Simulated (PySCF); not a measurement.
C2H6B, SMILES C[B]C, multiplicity 2. Geometry optimised at PBE0-D3(BJ)/def2-TZVP. The isomer is the one that the SMILES or the coordinates give; other isomers of the formula were not compared.

Computed with PBE0-D3(BJ)/def2-TZVP run with PySCF.

Harmonic wavenumbers (cm⁻¹): 112, 123, 295, 621, 673, 798, 814, 1011, 1174, 1296, 1328, 1411, 1413, 1449, 1450, 2995, 2998, 3057, 3057, 3123, 3123. Rotational constants (GHz): 52.17, 7.321, 6.961; symmetry number 2.

Q: Work out the zero-point energy and the ideal-gas rigid-rotor harmonic-oscillator thermochemistry at 298.15 K and 1 atm.

A: ZPE = ½ Σ hcν = ½ × 32323 cm⁻¹ = 193.34 kJ/mol. H − E(el) = 209.44 kJ/mol. Entropy in J/(mol K): translation 155.02, rotation 87.62, vibration 38.22, spin 5.76, total 286.62. G − E(el) = 123.98 kJ/mol. Cp = 74.92 J/(mol K). Modes under 150 cm⁻¹ make the vibrational entropy uncertain.
